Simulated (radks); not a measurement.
Dy0.2+, 65.8 electrons, occupied as [Kr] 4d10 4f10 5s1.8 5p6 6s2 (fractional occupations, a model configuration).

Method: Dirac Kohn-Sham, PBE, spin-unpolarised, spherical densities, finite nucleus; open shells are shared between the two j in proportion to 2j + 1; Fermi nuclear charge, rms radius 5.2218 fm; computed with a radial shooting solver on a logarithmic mesh with Libxc functionals.

Energy parts (eV):
| part | energy |
|---|---|
| total | -331074.83 |
| kinetic | 363096.19 |
| electron-nucleus | -816169.90 |
| Hartree | 129192.23 |
| exchange-correlation | -7193.35 |

Orbitals (lengths in bohr, moments of r in powers of bohr; <r^-3> diverges for s and p1/2; r(max) is where P^2 peaks):
orbital     occ.  eigenvalue (eV)      <r^2>  <r^-3>   r(max)      <r>  small-component weight
1s1/2          2        -53593.05  0.0006095       -  0.01337  0.02112                6.07e-02
2s1/2          2        -8921.916   0.009461       -  0.07621  0.08922                1.35e-02
2p1/2          2        -8486.087   0.006846       -  0.05740  0.07438                1.35e-02
2p3/2          4        -7685.878   0.008072   11000  0.06342  0.08143                1.25e-02
3s1/2          2        -1987.607    0.06276       -   0.2157   0.2341                4.31e-03
3p1/2          2        -1797.326    0.05826       -   0.2031   0.2238                4.25e-03
3p3/2          4        -1631.139    0.06521    2367   0.2157   0.2371                3.96e-03
3d3/2          4        -1303.872    0.05170   400.4   0.1708   0.2096                3.84e-03
3d5/2          6        -1267.582    0.05364   353.0   0.1744   0.2138                3.75e-03
4s1/2          2        -394.9456     0.3172       -   0.4945   0.5299                1.38e-03
4p1/2          2        -319.8603     0.3327       -   0.4977   0.5404                1.30e-03
4p3/2          4        -282.7382     0.3711   529.3   0.5246   0.5710                1.19e-03
4d3/2          4        -159.0659     0.4233   76.23   0.5298   0.6036                1.01e-03
4d5/2          6        -152.3449     0.4386   66.14   0.5386   0.6145                9.86e-04
4f5/2    4.28571          -5.8670      1.020   9.248   0.5364   0.8613                5.72e-04
4f7/2    5.71429          -4.9856      1.081   8.835   0.5417   0.8816                5.58e-04
5s1/2        1.8         -51.0609      1.902       -    1.158    1.299                2.81e-04
5p1/2          2         -30.8243      2.449       -    1.265    1.467                2.20e-04
5p3/2          4         -26.0938      2.820   66.07    1.348    1.572                1.92e-04
6s1/2          2          -4.9533      17.67       -    3.371    3.945                2.93e-05

The highest occupied level is 6s1/2 at -4.953 eV. Summed over all electrons, <r^2> = 73.70 bohr^2, which gives a Langevin (diamagnetic) susceptibility term of -58.4 x 10^-6 cm^3/mol.
